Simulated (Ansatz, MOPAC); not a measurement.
System: HGeO2 (charge +1, singlet). SMILES: [O]=[Ge]=[OH+]

Atoms: Ge1, O2, O3, H4. Bonds: Ge1-O2, Ge1-O3, O2-H4.

Bond lengths (Å) and angles (degrees) optimised at PM6 with MOPAC; HF/STO-3G with Ansatz (a quantum-chemistry and plane-wave program); MP2/6-31G* with LANL2DZ past Ar with Ansatz, each started from the B3LYP-D3(BJ)/def2-TZVP structure (Ansatz) of the last column. A row stands for all coordinates that are equal there. 6-31G* holds six Cartesian d functions. No wavenumbers were computed at HF/STO-3G, MP2/6-31G* with LANL2DZ past Ar, so these may be saddle points.

| coordinate | PM6 | HF/STO-3G | MP2/6-31G* with LANL2DZ past Ar | B3LYP-D3(BJ)/def2-TZVP |
|---|---|---|---|---|
| Ge1-O2 | 1.651 | 1.645 | 1.686 | 1.688 |
| Ge1-O3 | 1.510 | 1.478 | 1.587 | 1.603 |
| O2-H4 | 0.958 | 0.985 | 0.987 | 0.979 |
| O2-Ge1-O3 | 169.5 | 164.7 | 167.0 | 171.8 |
| Ge1-O2-H4 | 141.2 | 118.5 | 120.9 | 119.6 |

Mean signed difference of all 3 bond lengths from B3LYP-D3(BJ)/def2-TZVP: PM6 -0.050 Å, HF/STO-3G -0.054 Å, MP2/6-31G* with LANL2DZ past Ar -0.003 Å.
